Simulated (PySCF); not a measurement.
**Löwdin shares of the frontier orbitals**

Compound: C4H12Si2.
Z-matrix (Å and degrees, GFN2-xTB geometry), rows numbered from 1:
```
C 
C   1  1.3232
Si  2  1.8825  1  125.04
C   3  1.9062  2  108.61  1  -114.50
C   4  1.5288  3  112.64  2  -179.89
Si  5  1.9012  4  112.66  3  -178.56
H   1  1.0781  2  121.64  3    -0.89
H   1  1.0800  2  122.80  3   179.15
H   2  1.0844  1  117.90  3  -179.31
H   3  1.4712  2  109.30  1   126.21
H   3  1.4684  2  110.25  1     5.72
H   4  1.0924  3  109.84  2   -58.12
H   4  1.0925  3  109.72  2    58.17
H   5  1.0919  4  109.00  3    58.98
H   5  1.0920  4  109.17  3   -56.42
H   6  1.4653  5  109.23  4    61.04
H   6  1.4652  5  109.43  4   -58.30
H   6  1.4642  5  109.71  4  -178.82
```

The calculation used PySCF 2.14.0, density-fitted response routines, TDDFT B3LYP/def2-SVPD, vertical, gas phase, core orbitals frozen in the response.

Kohn–Sham orbitals with the atoms that hold most of them (Löwdin shares over 4%, at most four atoms; ? is withheld):

| orbital | ε (eV) | atoms |
| --- | --- | --- |
| HOMO-3 | -9.21 | Si3 26%, H11 17%, H10 15%, C4 12% |
| HOMO-2 | -8.71 | C2 27%, Si3 19%, C1 12%, H9 7% |
| HOMO-1 | -8.01 | ? |
| HOMO | ? | C4 18%, C1 17%, C2 16%, C5 13% |
| LUMO | -0.55 | ? |
| LUMO+1 | 0.14 | Si6 26%, C5 11%, Si3 9%, C4 8% |
| LUMO+2 | 0.48 | Si3 22%, C1 12%, C2 10%, Si6 9% |

(1) Which atoms hold the HOMO-1, and with what shares?

(2) Give the leading atoms of the LUMO.

(3) What is the HOMO energy, and the HOMO–LUMO gap?

## Answers

(1) C2 (bonded to C, Si and H) 30%; C1 (bonded to C and 2 H) 24%; Si3 (bonded to 2 C and 2 H) 10%; C5 (bonded to C, Si and 2 H) 9%. By element: carbon 63% or more, silicon 10% or more.

(2) C1 (bonded to C and 2 H) 36%; C2 (bonded to C, Si and H) 31%; Si3 (bonded to 2 C and 2 H) 9%; H8 (bonded to C) 5%. By element: carbon 67% or more, silicon 9% or more, hydrogen 5% or more.

(3) ε(HOMO) = -7.35 eV; the gap is 6.80 eV (0.2498 hartree).

**Question.** The HOMO–LUMO gap is 6.80 eV. Where does the response calculation put the lowest singlet, and from which orbitals?

**Answer.** S1 is at 6.16 eV (f = 0.130), 0.63 eV below the gap, made of HOMO→LUMO (74%), HOMO-1→LUMO (21%). 

**Question.** One configuration dominates each of S1 and S2. Which, and how do the shares of the two leading atoms of either orbital change from the occupied to the empty one?

**Answer.** 
- S1 (6.16 eV, f 0.130), HOMO→LUMO (74%): C4 18% → at most 6%, C1 17% → 36%, C2 16% → 31%
- S2 (6.64 eV, f 0.0095), HOMO→LUMO+1 (79%): C4 18% → 8%, C1 17% → at most 9%, Si6 at most 14% → 26%, C5 13% → 11%

Time: 34 s; peak memory 0.88 GiB. Hardware: one thread, Arm Neoverse V2 (aarch64), shared host with 96 logical CPUs at a one-minute load of 64.

One conformer stands for the species.
